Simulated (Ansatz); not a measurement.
`[CH3][Al]1[BH][NH]1` + HCl → `[Cl][Al]1[BH][NH]1` + CH₄ at 400 K and 1 bar (ligand exchange at the Al–C bond).

Calculated with Ansatz (gas phase, PBE0-D4/def2-TZVP geometries, no zero-point term in ΔE). CCSD(T)/CBS adds triple-zeta CCSD(T) − MP2 to the extrapolated MP2 energy (def2 sets, frozen cores). This one scheme is used for every species.

| species | CCSD(T)/CBS energy (Eh) | H − E (kJ/mol) | S (J/(mol·K)) |
| --- | --- | --- | --- |
| `[CH3][Al]1[BH][NH]1` | -362.58389 | 194.8 | 347.6 |
| HCl | -460.38127 | 29.6 | 195.4 |
| `[Cl][Al]1[BH][NH]1` | -782.56524 | 101.2 | 326.6 |
| CH₄ | -40.46206 | 131.3 | 197.2 |

H − E and S are ideal-gas, rigid-rotor, harmonic terms from PBE0-D4/def2-TZVP. 1 Eh = 2625.50 kJ/mol, R = 8.31446 J/(mol·K).

**Question.** By hand: ΔE, ΔH, ΔS and ΔG.

**Answer.** ΔE = (-782.56524) + (-40.46206) − (-362.58389) − (-460.38127) = -0.06214 Eh = -163.1 kJ/mol. Δ(H − E) = 101.2 + 131.3 − 194.8 − 29.6 = 8.1, so ΔH = -155.0 kJ/mol. ΔS = 326.6 + 197.2 − 347.6 − 195.4 = -19.2 J/(mol·K). ΔG = -155.0 − 400 × (-19.2)/1000 = -147.3 kJ/mol.

**Question.** By hand: the equilibrium constant, and the temperature at which ΔG would vanish if ΔH and ΔS stayed fixed.

**Answer.** log₁₀ K = −ΔG/(RT ln 10) = 19.2. ΔG = 0 at ΔH/ΔS = 8073 K, far beyond where these terms or the molecules hold.

ΔH outweighs TΔS. A doubt of 5 kJ/mol in ΔE shifts log₁₀ K by 0.7 here. Modes under 60 cm⁻¹, often nearly free rotors, make the harmonic entropy too high. These are equilibria of isolated gas molecules and say nothing of rates. Largest T1 diagnostic: 0.013 (customary marks: 0.02 for closed shells, 0.045 for open ones).
